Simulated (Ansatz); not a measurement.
Ansatz results at the PBE0-D4/def2-TZVP geometry: HOMO–LUMO gap (ωB97M-V/def2-TZVPP) 10.46 eV; HOMO–LUMO gap (B3LYP/def2-TZVPP) 6.21 eV; HOMO–LUMO gap (PBE0/def2-TZVPP) 6.60 eV.

Each molecule was computed in one conformer, which needn't be the lowest.

Problem. Which molecule gave them?
A. `C=C[SiH](O)[SiH2]O`
B. `O[SiH2]C#[C][GeH2][OH]`
C. `C[SiH2]S[SiH](C)Cl`
D. `C=C[SiH2]N[SiH2]O`

Solution. A. The others give `C=C[SiH2]N[SiH2]O`: 11.03, 6.31, 6.73; `C[SiH2]S[SiH](C)Cl`: 11.71, 7.30, 7.75; `O[SiH2]C#[C][GeH2][OH]`: 11.30, 6.75, 7.18.

B3LYP here is the variant with VWN-RPA as its local correlation; programs differ in this.
